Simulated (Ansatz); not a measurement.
Two structures of SiH$_{5}$Br, singlet, reached by relaxing down either side of one saddle point (PBE0-D4/def2-TZVP). Energies are electronic, without zero-point energy. Computed with Ansatz 0.2.0 (basis: def2-TZVPP and def2-QZVPP); correlated methods freeze the cores. Filled d shells of the heavier atoms are correlated. The def2 sets are not built for correlating such inner shells, so the correlated values are less sure here. Extrapolation: Hartree–Fock as exp(−7.88 √X), correlation as X^−2.97. First:

```
7
angstrom
Si -0.8249 -0.7509 -0.4403
Br 0.8968 -0.0922 -1.6782
H -2.0729 -0.3928 -1.1516
H -0.7514 -0.0574 0.8654
H -0.7326 -2.2172 -0.2579
H 1.7374 1.6079 0.9883
H 1.7476 1.9026 1.6744
```

Second:

```xyz
7
angstrom
Si -0.7791 -0.2512 0.6337
Br 2.1721 0.4847 -2.2446
H -1.6083 0.2408 -0.4933
H -1.5594 -0.2161 1.8952
H -0.3154 -1.6329 0.3588
H 1.6813 0.7387 -0.9327
H 0.4087 0.6360 0.7828
```

**Question.** Which bonds change from the first to the second?

**Answer.** SiH₃Br ([SiH3][Br]) + H₂ → SiH₄ + HBr; bonds formed: Si1–H7, Br2–H6; bonds broken: Si1–Br2, H6–H7.

**Question.** Give the saddle point's structure and its height above each. (Judge from chemistry; the value comes from the calculation.)

**Answer.** Computed: 2.346 eV above the first and 1.628 eV above the second (CCSD(T) at an estimated basis limit (MP2 extrapolated from triple and quadruple zeta, plus CCSD(T) − MP2 in triple zeta)).
```json
{"atom": "Si1", "x (Å)": "-0.4737", "y (Å)": "-0.2617", "z (Å)": "0.1448"}
{"atom": "Br2", "x (Å)": "1.3464", "y (Å)": "0.1143", "z (Å)": "-1.7786"}
{"atom": "H3", "x (Å)": "-1.4430", "y (Å)": "0.3156", "z (Å)": "-0.8003"}
{"atom": "H4", "x (Å)": "-1.0618", "y (Å)": "-0.0468", "z (Å)": "1.5057"}
{"atom": "H5", "x (Å)": "-0.0662", "y (Å)": "-1.6759", "z (Å)": "0.1116"}
{"atom": "H6", "x (Å)": "1.0326", "y (Å)": "0.7205", "z (Å)": "0.0082"}
{"atom": "H7", "x (Å)": "0.6656", "y (Å)": "0.8340", "z (Å)": "0.8086"}
```

T1 diagnostic: at most 0.010.

Labels in which every atom is bracketed show which atoms are joined, not bond orders.

For scale, one of the runs: CCSD(T)/def2-TZVPP, 160 basis functions, launched by `ansatz run in.yaml --threads 2 --pin off --events-out ev --progress --plain --max-ram 4352MiB`. Hardware: 2 CPU threads, shared host. Wall time 11 s; peak host memory 1.1 GiB.
